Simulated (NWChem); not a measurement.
System: Si2NH5F2; SMILES F[SiH](F)N[SiH3]

Input file for NWChem:

```
start job
memory heap 200 mb stack 900 mb global 1100 mb
geometry units angstroms noautoz
  Si    -0.082381    -2.102307    -0.251998
  N     -0.623176    -0.618164     0.510739
  Si     0.011612     0.952666     0.327741
  F      1.583951     0.984792     0.689170
  F     -0.042900     1.429064    -1.213151
  H      0.350655    -3.104650     0.767760
  H      1.066848    -1.739878    -1.127374
  H     -1.172730    -2.714113    -1.069912
  H     -1.416254    -0.689752     1.142732
  H     -0.716122     1.919652     1.171516
end
basis spherical
  Si library 6-31g*
  N library 6-31g*
  F library 6-31g*
  H library 6-31g*
end
dft
  xc xpbe96 cpbe96
  iterations 150
  mulliken
end
task dft energy
```

All runs use the structure optimised with PBE0/def2-SVP.

**Question.** Give the results of this calculation. (PBE/6-31G* (spherical d).) Quantities: basis functions; energy (Ha); highest occupied level (eV); orbital gap (eV); dipole (D).

**Answer.** 
| Property | Value |
|---|---|
| number of basis functions | 88 |
| energy (Ha) | -835.98 |
| highest occupied level (eV) | -6.58 |
| orbital gap (eV) | 6.18 |
| dipole (D) | 2.51 |
